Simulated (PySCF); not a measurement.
Spectra and structures to be paired. Computed with PySCF, TDDFT wB97X-D/def2-SVPD, vertical, gas phase, core orbitals frozen in the response. Geometries: GFN2-xTB; one conformer of each isolated species. Triplets are in the Tamm–Dancoff approximation.

A. `C#CC1=PC([SiH3])=NC=C1`
B. `C=C[C@@H]1C[P@@]1(=N)CO`
C. `COc1c(OC)snn1`
D. `NP1CCC(=O)CC1`
E. `C[S@@](=O)C1=CC=NC=C1`

Lowest singlet levels (six at most, fewer where fewer were computed) with oscillator strengths:

1. 4.31 eV (f 0.002); 4.67 eV (f 0.094); 5.06 eV (f 0.001); 5.71 eV (f 0.030); 6.25 eV (f 0.000); 6.38 eV (f 0.071); T1 3.11 eV
2. 4.38 eV (f 0.000); 6.16 eV (f 0.010); 6.53 eV (f 0.049); 6.59 eV (f 0.041); 6.88 eV (f 0.010); 7.18 eV (f 0.111); T1 3.84 eV
3. 3.43 eV (f 0.002); 3.76 eV (f 0.001); 4.49 eV (f 0.091); 4.65 eV (f 0.056); 4.67 eV (f 0.004); 5.33 eV (f 0.405); T1 2.93 eV
4. 4.88 eV (f 0.005); 5.25 eV (f 0.001); 5.31 eV (f 0.062); 5.56 eV (f 0.032); 6.15 eV (f 0.033); 6.24 eV (f 0.040); T1 4.25 eV
5. 5.41 eV (f 0.018); 5.74 eV (f 0.178); 6.48 eV (f 0.020); 6.66 eV (f 0.005); 6.85 eV (f 0.336); 6.91 eV (f 0.018); T1 4.21 eV

**Question.** Match each spectrum to its molecule.

**Answer.** 1 = C, 2 = D, 3 = A, 4 = E, 5 = B.
- A: S1 at 3.43 eV, HOMO→LUMO (94%); Löwdin shares by element: HOMO nitrogen 44%, carbon 21% or more, phosphorus 18% (atoms not listed hold the other 17%); LUMO carbon 31% or more, phosphorus 27%, nitrogen 10% (atoms not listed hold the other 32%); HOMO -8.85 and LUMO -0.77 eV.
- B: S1 at 5.41 eV, HOMO→LUMO+1 (74%), HOMO→LUMO+4 (12%); Löwdin shares by element: HOMO nitrogen 38%, carbon 23% or more, phosphorus 16% (atoms not listed hold the other 24%); LUMO carbon 66% or more, phosphorus 8% (atoms not listed hold the other 26%); HOMO -8.15 and LUMO 1.58 eV.
- C: S1 at 4.31 eV, HOMO-1→LUMO (98%); Löwdin shares by element: HOMO carbon 33% or more, oxygen 20% or more, nitrogen 17% or more (atoms not listed hold the other 30%); LUMO nitrogen 44%, sulfur 24%, carbon 18% or more; HOMO -8.34 and LUMO 0.43 eV; point group Cs, 1 of its 6 listed states under f = 0.0005.
- D: S1 at 4.38 eV, HOMO-1→LUMO (90%); S1 has the pattern of n→π* at C=O; HOMO -8.87 and LUMO 1.25 eV.
- E: S1 at 4.88 eV, HOMO-1→LUMO (75%), HOMO→LUMO (18%); Löwdin shares by element: HOMO oxygen 44%, sulfur 29%, carbon 14% or more; LUMO carbon 45% or more, nitrogen 19% (atoms not listed hold the other 35%); HOMO -9.04 and LUMO 0.34 eV.
C and D have S1 within 0.07 eV of each other; their strongest listed levels stand at 4.67 eV (f 0.094) and 7.18 eV (f 0.111).
